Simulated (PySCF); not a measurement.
GeFCl3, SMILES [Ge]([Cl])([Cl])([Cl])[F]. Heavy atoms are numbered as in [F:1][Ge:2]([Cl:3])([Cl:4])[Cl:5].

The structure is a stationary point at B3LYP-D3(BJ)/def2-SVP.

These are PBE0/pcSseg-1 in PySCF values and carry that method's errors.

GIAO shieldings, no solvent; atoms alike by connectivity are averaged. δ = σ(ref) − σ: ¹⁹F against CFCl3 (σ = 167.2 ppm); ⁷³Ge against GeH4 (σ = 1658.3 ppm); ³⁵Cl against HCl (σ = 945.9 ppm), references at their B3LYP-D3(BJ)/def2-TZVP geometries, non-relativistic (without spin–orbit terms, shifts of atoms bonded to Cl or Br come out too high).

Computed chemical shifts:
```tsv
nucleus	atoms	count	δ (ppm)
¹⁹F	F1	1	-79.9
⁷³Ge	Ge2	1	421.4
³⁵Cl	Cl3	3	203.9
```
